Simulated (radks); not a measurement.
Charge is removed step by step from the 5d3/2 level of neutral cerium, starting from [Xe] 4f1 5d(3/2: 1, 5/2: 0) 6s2. All-electron calculation, Dirac Kohn-Sham, PBE, spin-unpolarised, spherical densities, point nucleus; open shells fill j = l - 1/2 first. Program: a radial shooting solver on a logarithmic mesh with Libxc functionals.

| removed (e) | E - E(0) (eV) | eigenvalue (eV) | E minus straight line (eV) |
|---|---|---|---|
| 0 | 0.000 | -3.144 | 0.000 |
| 0.125 | 0.442 | -3.929 | -0.373 |
| 0.25 | 0.983 | -4.743 | -0.646 |
| 0.375 | 1.629 | -5.585 | -0.816 |
| 0.5 | 2.381 | -6.453 | -0.878 |
| 0.625 | 3.243 | -7.345 | -0.831 |
| 0.75 | 4.218 | -8.260 | -0.671 |
| 0.875 | 5.309 | -9.197 | -0.394 |
| 1 | 6.518 | -10.154 | 0.000 |

Removing the whole electron costs 6.518 eV by Delta-SCF, against 3.144 eV from minus the eigenvalue at the starting occupation. Slater's transition state (half an electron removed) gives 6.453 eV. Integrating minus the eigenvalue over the occupation (Janak's theorem) gives 6.518 eV. The mean slope of the eigenvalue, de/dn, is 7.01 eV per electron.
